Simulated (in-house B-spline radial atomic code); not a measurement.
OLYP excitations of Si²⁺

Method: OLYP. Computed with an all-electron radial atomic-structure program (B-spline basis): linear response of the closed shell [Ne] 3s2 with the functional's adiabatic kernel; non-relativistic, point nucleus, no spin-orbit coupling, no double excitations, S, P, D and F terms only.

Command:
```bash
python run_td.py task.json out
```
Settings (radii: box in bohr, nucleus in fm):
```
Z                        14
electrons                12
configuration            [Ne] 3s2
hamiltonian              nr
method                   optx,lyp
box_radius               29.48
intervals                52
```

Cost of the run: 0.1 s on 1 thread of Intel(R) Xeon(R) 6975P-C (Granite Rapids), with other jobs on the host.

The lowest states, in the order of their Tamm-Dancoff energies; the method's threshold (minus the highest occupied level) is 28.248 eV. Labels give the largest channel, * marks a mixed state, and oscillator strengths are full-response dipole values. Semilocal kernels can invert the small singlet-triplet splittings of Rydberg terms. Energies in eV:

```tsv
state	full response	Tamm-Dancoff	oscillator strength
3s → 3p 3P	5.370	5.829	-
3s → 3p 1P	9.949	10.336	1.6
3s → 3d 3D	15.761	15.924	-
3s → 3d 1D	?	?	-
3s → 4s 3S	?	?	-
3s → 4s 1S	18.579	18.617	-
3s → 4p 3P	20.105	20.132	-
3s → 4p 1P	20.389	20.422	0.0154
3s → 4d 3D	23.008	23.033	-
3s → 4d 1D	23.247	23.252	-
3s → 5s 3S	23.561	23.569	-
3s → 5s 1S	23.751	23.762	-
3s → 4f 1F	23.832	23.840	-
3s → 4f 3F	23.860	23.872	-
3s → 5p 3P	24.319	24.326	-
```

Where does 3s → 3d 1D lie?

At 17.243 eV in full response, 17.266 eV in Tamm-Dancoff.

Where does 3s → 4s 3S lie?

At 17.918 eV in full response, 17.941 eV in Tamm-Dancoff.

How large is the singlet-triplet splitting of 3s → 3p (P terms) in Tamm-Dancoff?

4.51 eV, from the unrounded values.

What polarisabilities and dispersion coefficient does the method give?

Dipole 12.32 bohr³, quadrupole 38.99 bohr⁵, C6 43.29 hartree·bohr⁶ for two such species.
